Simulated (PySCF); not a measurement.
Compound: C3H10NSi2 (doublet state).
Atom-mapped SMILES: `[NH:1][Si@H:2]1[CH2:3][CH2:4][CH2:5][SiH2:6]1` (hydrogens: H7 on N1; H8 on Si2; H9, H10 on C3; H11, H12 on C4; H13, H14 on C5; H15, H16 on Si6)

Geometry (GFN2-xTB, Å), atoms numbered from 1 in this order:
```xyz
16
C3H10NSi2 angstrom
N      2.529    0.452    0.905
Si     1.490    0.311   -0.351
C      0.480   -1.308   -0.238
C     -0.993   -1.048   -0.504
C     -1.529    0.032    0.434
Si    -0.446    1.591    0.308
H      3.348    1.037    0.887
H      1.659    0.640   -1.782
H      0.870   -2.042   -0.942
H      0.609   -1.721    0.760
H     -1.570   -1.970   -0.371
H     -1.133   -0.730   -1.543
H     -2.574    0.251    0.206
H     -1.501   -0.340    1.461
H     -0.385    2.369    1.540
H     -0.861    2.485   -0.781
```

The hyperfine couplings belong to this conformer and change with its torsions.

The calculation used PySCF, UKS B3LYP, pcH-1 on C H N Si, non-relativistic, mean-field spin-orbit, GIAO. Geometry: GFN2-xTB, one conformer, isolated molecule. Couplings are sensitive to structure, and on GFN2-xTB geometries they can be far from those on DFT ones. The SCF solution wasn't tested for stability.

Task: The isotropic 29Si couplings are -134.4, +62.0 MHz. Assign them to Si2; Si6.

Result: 
```
site  a_iso (MHz)  ρ(0) (bohr⁻³)         position  distance from N1 (Å)  spin population  largest |T| (MHz)
 Si2        +62.0        -0.0699   1 bond from N1                  1.64            -0.06                5.7
 Si6       -134.4        +0.1515  2 bonds from N1                  3.24            +0.24               58.7
```

Task: The isotropic 13C couplings are +19.4, +4.2, -1.8 MHz. Assign them to C3; C4; C5.

Result: 
```
site  a_iso (MHz)  ρ(0) (bohr⁻³)         position  distance from N1 (Å)  spin population  largest |T| (MHz)
  C3        +19.4        +0.0173  2 bonds from N1                  2.93            +0.05                9.5
  C4         -1.8        -0.0016  3 bonds from N1                  4.08             0.00                0.9
  C5         +4.2        +0.0037  3 bonds from N1                  4.11            +0.02                4.8
```

ρ(0) is the spin density at the nucleus and T the dipolar tensor; a_iso includes a spin–orbit part. The Mulliken spin populations are largest on N1 (+0.76), Si6 (+0.24) and Si2 (-0.06).

β density exceeds α density at some nuclei, such as Si2 (-0.0699), H7 (-0.0101) and H15 (-0.0017), spin density in bohr⁻³. In a single determinant that takes different orbitals for the two spins, that is spin polarisation.

On one thread of an Arm Neoverse V1, no GPU (shared host), this took 87 s (grids of density and orbitals included) and 0.96 GiB of memory at its peak.
